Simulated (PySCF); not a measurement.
Static response to an electric field

WS2Cl2 (singlet state).
Structure used (PBE0-D3(BJ)/def2-SVP), in Å, numbered top down from 1:
```xyz
5
Cl2S2W angstrom
W     -0.013    0.000   -0.003
S      0.034   -0.027    2.112
S      1.990    0.011   -0.678
Cl    -1.010    1.907   -0.689
Cl    -1.001   -1.891   -0.741
```

Level: B3LYP/def2-SVPD (PySCF), static field, nuclei fixed, core orbitals frozen in the response. The polarisability tensor in these axes (au):

```
x   113.06   0.06  -6.58
y     0.06 104.22  -0.16
z    -6.58  -0.16 118.28
```

Problem. What are the eigenvalues, a third of the trace, and Δα (Δα² = ½Σ(αi − αj)² over the three pairs)?

Solution. Principal values 104.22, 108.60 and 122.75 au; mean 111.86 au = 16.58 Å³ = 18.44 × 10⁻⁴⁰ C²·m²/J; Δα = 16.77 au (15 % of the mean).

Problem. What is the dipole moment, and where does it point?

Solution. (-0.42, 0.00, -0.31) D, 0.53 D in size, pointing from the negative to the positive side. Measured along this direction, the outermost atoms are S2 and S3 at the negative end and Cl5 and Cl4 at the positive end.

Problem. What molar refraction does this α imply?

Solution. Lorentz–Lorenz: R = (4π/3)N_A α = 2.5225 cm³/(mol·Å³) × 16.58 Å³ = 41.8 cm³/mol, in the limit of long wavelengths.

Problem. Find the Langevin capture rate constant for NO+ (29.998 u) meeting this molecule (317.833 u), k = 2.342 × 10⁻⁹ cm³/s × √(α in Å³ / reduced mass in u).

Solution. The reduced mass is 27.41 u, so k = 1.82 × 10⁻⁹ cm³/s. The formula leaves out the permanent dipole, which adds to the capture rate.

Problem. Orientational against electronic polarisability at 350 K (dilute gas, rigid molecules)?

Solution. In Gaussian units μ²/3kT = 1.90 Å³ against 16.58 Å³, a ratio of 0.11; the Debye molar polarisation (4π/3)N_A(α + μ²/3kT) is 46.6 cm³/mol, leaving out the vibrational part.

Problem. Along which axes do the principal values lie, and how far do the nuclei extend along each?

Solution. Largest value along (-0.56, -0.01, 0.83), where the nuclei span 3.41 Å; middle along (0.83, -0.01, 0.56), 2.51 Å; least along (0.00, 1.00, 0.01), 3.80 Å. The strongest response doesn't lie along the longest of the three spans.

Problem. Sum over states: ᾱ = Σ f/ω², ω in Eh. What share falls to these 10 lowest TDDFT singlets (eV, f)? 2.72, 0.0093; 2.75, 0.0016; 3.46, 0.0000; 3.55, 0.0109; 3.57, 0.0000; 3.89, 0.0010; 4.01, 0.0067; 4.33, 0.0005; 4.37, 0.0140; 4.43, 0.0064.

Solution. They add up to 2.89 au, 2.6 % of the 111.86 au; the largest single term is 0.93 au, from the state at 2.72 eV. Terms in order: 0.93, 0.15, 0.00, 0.64, 0.00, 0.05, 0.31, 0.02, 0.54, 0.24 au. Higher excitations give the rest. The strengths listed sum to 0.050.

Geometry: PBE0-D3(BJ)/def2-SVP; no solvent, vibrations or thermal averaging. Atoms past krypton carry effective core potentials; spin–orbit coupling is left out.
